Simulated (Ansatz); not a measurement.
Basis-set series for ClH4OSi2, SMILES `O[Si]([SiH3])Cl` radical. The species carries charge 0 and has multiplicity 2. The geometry is a stationary point of PBE0-D4/def2-TZVP. It is one conformer, not always the lowest.

```xyz
8

O     0.000   -1.782   -0.933
Si    0.052   -0.145   -1.093
Si    0.464    0.769    1.035
Cl   -1.788    0.529   -1.786
H    -0.426   -2.295   -1.624
H     1.786    0.285    1.509
H    -0.591    0.393    2.014
H     0.504    2.246    0.878
```

```
functional       basis  functions  energy (Eh)  HOMO (eV)  LUMO (eV)
   PBE0-D4    def2-SVP         88  -1115.99774      -5.78      -2.46
   PBE0-D4  def2-TZVPP        213  -1116.46401      -5.90      -2.51
   ωB97M-V    def2-SVP         88  -1116.36928      -7.45      -0.77
   ωB97M-V  def2-TZVPP        213  -1116.83679      -7.60      -0.90
```

Q: Give the rows for def2-QZVPP. (Best estimate.)

A: Computed: 
```json
{"functional": "PBE0-D4", "basis": "def2-QZVPP", "functions": "387", "energy (Eh)": "-1116.50199", "HOMO (eV)": "-5.94", "LUMO (eV)": "-2.57"}
{"functional": "ωB97M-V", "basis": "def2-QZVPP", "functions": "387", "energy (Eh)": "-1116.87286", "HOMO (eV)": "-7.65", "LUMO (eV)": "-1.00"}
```

HOMO and LUMO are taken over both spins.
